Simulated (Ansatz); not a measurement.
Basis sets compared for Mo5Se9. Charge 0, multiplicity 1. Geometry PBE-D4/def2-SVP. Ansatz on 2 threads of AMD EPYC 7R13 on a shared host and a share (18 GiB) of an NVIDIA H100 80GB HBM3; times are rough, and most runs start from earlier orbitals.

```xyz
14

Mo    0.386   -1.007   -1.449
Mo   -2.121   -0.449   -0.668
Mo   -0.238   -0.551    1.123
Mo   -0.348    1.465   -0.871
Mo    1.114    1.414    1.839
Se    1.063    0.974   -2.757
Se   -2.673    1.795   -1.494
Se   -1.612   -2.064   -2.398
Se   -0.300    0.458    3.504
Se    3.176    0.523    1.576
Se   -2.549   -1.401    1.522
Se    2.678   -1.813   -0.923
Se    0.493    3.335    0.504
Se    0.931   -2.681    0.491
```

In the def2 sets Mo takes a core potential; there is no spin–orbit coupling. Single mean-field runs in def2-SVP, def2-TZVP are fitted with def2-universal-jkfit. The restricted singlet is unstable towards broken spin symmetry in Hartree–Fock (as tested in another run); at PBE-D4/def2-TZVP, PBE0-D4/def2-SVP, PBE0-D4/def2-TZVP this wasn't settled. No other spin state of charge 0 was run. Another isomer (singlet) lies 0.03 eV lower at PBE0-D4/def2-TZVP; other spin states weren't run for this one.

Binding counts from free atoms (Mo septet, Se triplet) in the same basis, without a counterpoise term.

```json
{"level": "PBE-D4/def2-SVP", "functions": "443", "energy (Eh)": "-21950.1574", "HOMO (eV)": "-5.56", "LUMO (eV)": "-4.78", "binding per atom (eV)": "4.23", "wall time": "4.8 s"}
{"level": "PBE0-D4/def2-SVP", "functions": "443", "energy (Eh)": "-21950.5086", "HOMO (eV)": "-6.52", "LUMO (eV)": "-4.30", "binding per atom (eV)": "3.69", "wall time": "7.5 s"}
```

(1) Estimate the rows for PBE-D4/def2-TZVP (with forces), PBE0-D4/def2-TZVP.

Answers

(1) 
```csv
level,functions,energy (Eh),HOMO (eV),LUMO (eV),binding per atom (eV),wall time
PBE-D4/def2-TZVP (with forces),632,-21952.9119,-5.55,-4.77,4.21,10 s
PBE0-D4/def2-TZVP,632,-21953.2660,-6.47,-4.25,3.69,17 s
```
